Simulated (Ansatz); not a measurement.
Mulliken charges of BFH4O2Si, SMILES `OB(F)O[SiH3]` from r2SCAN/def2-TZVPP in Ansatz (PBE0-D4/def2-TZVP geometry).

```csv
atom,x (Å),y (Å),z (Å),charge (e)
O1,-1.614,0.557,0.394,-0.322
B2,-0.395,1.157,0.353,0.542
F3,-0.277,2.451,0.658,-0.274
O4,0.709,0.467,0.006,-0.403
Si5,0.934,-1.115,-0.425,0.447
H6,-2.322,1.150,0.654,0.219
H7,2.382,-1.274,-0.691,-0.065
H8,0.155,-1.428,-1.648,-0.072
H9,0.518,-2.011,0.682,-0.072
```

**Question.** By hand: the dipole of these point charges (1 e Å = 4.8032 D).

**Answer.** Σ q r = (-0.199, -0.328, -0.051) e Å, of length 0.387 e Å = 1.86 D.

**Question.** How does the dipole of the full density compare? (Best estimate.)

**Answer.** Ansatz gave: (-0.247, -0.092, 0.016) e Å, 1.27 D; the point charges give 1.46 times that, at 40° from its direction.

Point charges leave out the atoms' own dipoles, such as those of lone pairs, and Mulliken's split depends on the basis, so the two needn't agree.
